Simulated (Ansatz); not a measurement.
Cl₂GeH₄Sn, SMILES `[Cl][SnH]([Cl])[GeH3]` at its PBE0-D4/def2-TZVP geometry, where that method's forces vanish. Total charge 0; spin multiplicity 1. Sn takes the def2 core potential.

```xyz
8

Cl    1.4397   -2.4840   -0.0403
Sn    1.1776   -0.1700    0.0586
Cl    1.9769    0.6398   -1.9759
Ge   -1.3657    0.3406    0.1671
H     2.2758    0.3740    1.2416
H    -1.9323   -0.2515    1.4631
H    -1.5602    1.8614    0.1442
H    -2.0117   -0.3104   -1.0584
```

(1) What forces (eV/Å) does PBE-D4/def2-TZVPP give on these atoms in the Gaussian-basis code of Ansatz? (An estimate is asked.)

Results:

(1) Computed: 
```
Cl1  0.036 -0.341 -0.008
Sn2 -0.136  0.113  0.143
Cl3  0.117  0.125 -0.296
Ge4  0.001  0.001  0.000
H5   0.144  0.070  0.154
H6  -0.063 -0.059  0.131
H7  -0.027  0.154 -0.002
H8  -0.072 -0.064 -0.122
```
